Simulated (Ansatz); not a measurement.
Compare A (`OC(O)([SiH3])[SiH3]`) with its isomer B (`C[Si](O)(O)[SiH3]`).

Isolated molecules relaxed with PBE0-D4/def2-TZVP in Ansatz; ΔE leaves out vibrations. CBS: MP2 limit from def2 TZ/QZ plus the TZ coupled-cluster correction, frozen cores. DFT in def2-TZVPP. B3LYP here is the variant with VWN-RPA as its local correlation; programs differ in this. Each species was taken in one conformer, which may not be the lowest.

A:

Z-matrix (Å, degrees):
```
C
O 1 1.418
Si 1 1.909 2 110.3
O 1 1.418 2 112.2 3 123.4
Si 1 1.909 2 105.5 3 -122.3
H 2 0.964 1 110.0 3 -47.2
H 3 1.497 1 104.8 2 62.3
H 3 1.484 1 111.6 2 -55.7
H 3 1.484 1 111.6 2 -179.8
H 4 0.964 1 110.0 2 -76.1
H 5 1.485 1 108.7 2 61.3
H 5 1.483 1 109.4 2 -59.4
H 5 1.485 1 108.7 2 180.0
```

B:

```xyz
13

C     1.134   -1.338    0.441
Si    0.214    0.029   -0.417
O    -0.377   -0.673   -1.791
O     1.192    1.314   -0.763
Si   -1.512    0.977    0.860
H     1.922   -1.734   -0.206
H     0.461   -2.161    0.688
H     1.595   -0.980    1.364
H    -0.914   -0.124   -2.365
H     2.007    1.138   -1.236
H    -0.983    1.692    2.053
H    -2.447   -0.083    1.331
H    -2.295    1.945    0.041
```

(1) Which is lower in electronic energy at CCSD(T)/CBS, and by how much? (An estimate is asked.)

(2) Give E(B) − E(A) in kJ/mol with r2SCAN-D4, HF/def2-TZVPP, B3LYP, PBE-D4, B2PLYP, CCSD(T)/def2-SVP, ωB97M-V. (Best estimate.)

(3) Does the order hold for the free energy at 298.15 K (harmonic terms from PBE0-D4)? (Estimate.)

Largest T1 diagnostic: 0.013.

Results:

(1) Computed: B, by 405.0 kJ/mol.

(2) The calculation gave: r2SCAN-D4 -402.8, HF/def2-TZVPP -414.6, B3LYP -397.9, PBE-D4 -382.0, B2PLYP -403.6, CCSD(T)/def2-SVP -344.9, ωB97M-V -394.0. None reverses the order clearly.

(3) The calculation gave: Yes: G(B) − G(A) = -392.4 kJ/mol, for one conformer each.

Leaving LDA and LC-ωPBE aside and taking each functional with its dispersion term where it has one, the values, not all of them listed here, spread over 37.6 kJ/mol, from B97M-V to revPBE-D4. LDA lies +7.0 kJ/mol from PBE without D4. From BLYP to BHLYP (50 % exact exchange), in def2-TZVPP and without D4, E(B) − E(A) moves by −23.1 kJ/mol.
